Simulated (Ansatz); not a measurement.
A nudged elastic band was laid between two geometries of CH4AlClN2O (10 atoms, charge 0, multiplicity 1).

Level of theory: Ansatz, RKS PBE-D4/def2-mTZVP.

```json
{
 "movable images": "5",
 "climbing image": "yes",
 "spring": "5.0 eV/Å²",
 "optimiser": "quadratic models (default)",
 "start path": "through a guess of the saddle point",
 "force threshold": "0.05 eV/Å",
 "iteration limit": "60",
 "end points": "relaxed"
}
```

Image 0:

```xyz
10
Properties=species:S:1:pos:R:3
N 0.196 -2.041 -1.127
C -0.098 -0.959 -0.419
O -0.104 -1.031 0.891
Al -0.545 0.740 0.418
N 0.635 2.026 0.753
Cl -2.601 1.266 0.532
H 0.391 -2.934 -0.662
H 0.188 -2.011 -2.142
H 0.378 2.990 0.950
H 1.643 1.903 0.810
```

Image 6:

```xyz
10
Properties=species:S:1:pos:R:3
N 0.241 -2.175 -0.830
C -0.099 -0.964 -0.410
O -0.440 -0.051 -1.290
Al -0.546 0.738 0.421
N 0.651 1.976 0.860
Cl -2.494 0.950 1.245
H 0.218 -2.408 -1.828
H 0.493 -2.899 -0.164
H 1.596 2.045 0.491
H 0.462 2.737 1.508
```

What changes between the two ends?

No bond is made or broken. The height of N5 over the plane of its neighbours goes from 0.01 to 0.01 Å. The two ends are copies of one structure, up to a mirror image or an exchange of like atoms. The height can change sign by an inversion or by a turn that exchanges like atoms.

Give the energies along the band, and the barrier.

The run converged. The highest image is number 3 of 0 to 6, 0.60 eV above the ends, which have the same energy within 2 meV. A vibrational analysis at the climbing image gives one clearly imaginary mode, 293i cm⁻¹: a first-order saddle point.

| image | path coordinate (Å) | energy (eV) | height of N5 over the plane of its neighbours (Å) |
| --- | --- | --- | --- |
| 0 | 0.00 | 0.00 | 0.01 |
| 1 | 1.58 | 0.29 | -0.01 |
| 2 | 3.17 | 0.34 | 0.06 |
| 3 | 4.75 | 0.60 | 0.27 |
| 4 | 6.33 | 0.34 | 0.06 |
| 5 | 7.92 | 0.29 | -0.01 |
| 6 | 9.50 | 0.00 | 0.01 |

What is the geometry of the highest image?


```xyz
10
Properties=species:S:1:pos:R:3:forces:R:3
N 0.463 -1.524 -0.783 0.00 0.00 0.00
C -0.679 -1.228 -0.085 0.00 0.00 0.00
O -1.590 -2.038 0.093 0.00 0.00 0.00
Al -0.660 0.679 0.591 0.00 0.00 0.00
N 0.831 1.615 0.160 0.00 0.00 0.00
Cl -2.303 1.415 1.704 0.00 0.00 0.00
H 0.591 -2.455 -1.184 0.00 0.00 0.00
H 1.190 -0.819 -0.903 0.00 0.00 0.00
H 0.763 2.402 -0.490 0.00 0.00 0.00
H 1.478 1.901 0.899 0.00 0.00 0.00
```

What are the harmonic wavenumbers there?

293i, 52, 74, 140, 165, 272, 334, 335, 414, 476, 522, 629, 673, 703, 760, 1058, 1215, 1565, 1579, 1662, 3411, 3428, 3506, 3558 cm⁻¹.

Time of the run: 3.3 min on 2 threads of AMD EPYC 7R13 Processor (Zen 3), on a shared host, peak memory 0.2 GiB.
